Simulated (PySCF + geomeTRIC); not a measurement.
Species: [Mo(Cl)5(NH2)] (charge 0, multiplicity 1).

**Question.** Give a relaxed geometry from TPSS-D3(BJ)/def2-SVP (PySCF + geomeTRIC).

**Answer.** Several could match; the one computed here: the end point of this relaxation, one of several conformers.
Cartesian coordinates (Å) in one orientation:
```xyz
9

Mo     0.018     0.101     0.065
Cl     1.663    -1.483     0.558
Cl     0.703     0.577    -2.090
Cl     1.535     1.654     0.926
Cl    -1.097     0.046     2.087
Cl    -1.228    -1.722    -0.694
N     -1.357     1.429    -0.363
H     -1.425     1.916    -1.264
H     -2.096     1.720     0.286
```
